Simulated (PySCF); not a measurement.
Compound: C₈H₁₁N.
Z-matrix (Å and degrees, PBE0-D3(BJ)/def2-SVP geometry), rows numbered from 1:
```
C 
N   1  1.4329
C   2  1.3781  1  122.53
C   3  1.4050  2  121.79  1    -8.76
C   4  1.3930  3  120.67  2  -178.36
C   5  1.3907  4  120.61  3    -0.54
C   6  1.3957  5  118.84  4     0.23
C   7  1.3924  6  121.96  5     0.16
C   8  1.4989  3  119.69  2    -0.73
H   1  1.1085  2  113.58  3   -58.17
H   1  1.1029  2  111.09  3    63.07
H   1  1.0987  2  109.22  3  -178.90
H   2  1.0094  1  116.07  3   151.77
H   4  1.0908  3  119.96  2     1.64
H   5  1.0932  4  119.17  3   179.80
H   6  1.0919  5  120.79  4  -179.79
H   7  1.0943  6  119.65  5   179.87
H   9  1.1058  8  112.02  3   -63.19
H   9  1.0984  8  111.15  3   177.04
H   9  1.1039  8  111.45  3    56.67
```

Computed with PySCF at PBE0/pcSseg-1, non-relativistic, on one gas-phase PBE0-D3(BJ)/def2-SVP geometry that isn't relaxed in the solvent. The solvent is an IEF-PCM continuum (cavity from Bondi-type radii × 1.2). Specific hydrogen bonds and non-electrostatic terms are outside this model.

| run | E − E(gas) (kJ/mol) | HOMO (eV) | HOMO–LUMO gap (eV) | dipole (D) |
| --- | --- | --- | --- | --- |
| gas | 0.00 | -5.59 | 5.75 | 2.12 |
| P | -16.28 | -5.63 | 5.68 | 2.71 |
| Q | -23.37 | -5.68 | 5.65 | 2.96 |
| R | -22.56 | -5.67 | 5.66 | 2.93 |

Q: The runs were made in acetone, chloroform and methanol. Which run belongs to which solvent?

A: P = chloroform, Q = methanol, R = acetone. The dielectric constants are 4.711 (chloroform), 20.49 (acetone), 32.61 (methanol), and the energy falls further as ε rises. In this model the ground state sees the solvent through ε alone.

Q: How constant is the ratio of the lowering to (ε − 1)/(2ε + 1)?

A: 
```json
{"solvent": "chloroform", "(ε − 1)/(2ε + 1)": "0.356", "E − E(gas) (kJ/mol)": "-16.28", "ratio (kJ/mol)": "-45.7", "polarisation term (kJ/mol)": "-18.09"}
{"solvent": "acetone", "(ε − 1)/(2ε + 1)": "0.464", "E − E(gas) (kJ/mol)": "-22.56", "ratio (kJ/mol)": "-48.6", "polarisation term (kJ/mol)": "-26.06"}
{"solvent": "methanol", "(ε − 1)/(2ε + 1)": "0.477", "E − E(gas) (kJ/mol)": "-23.37", "ratio (kJ/mol)": "-49.0", "polarisation term (kJ/mol)": "-27.14"}
```

The ratio changes by +7.1 % in size from chloroform to methanol. The polarisation term is half the interaction of the solute with the induced surface charges.

Hardware: an x86-64 server with one thread, on a shared host. Cost: 49 s wall. This is the whole shielding run at PBE0/pcSseg-1 in methanol, SCF included.
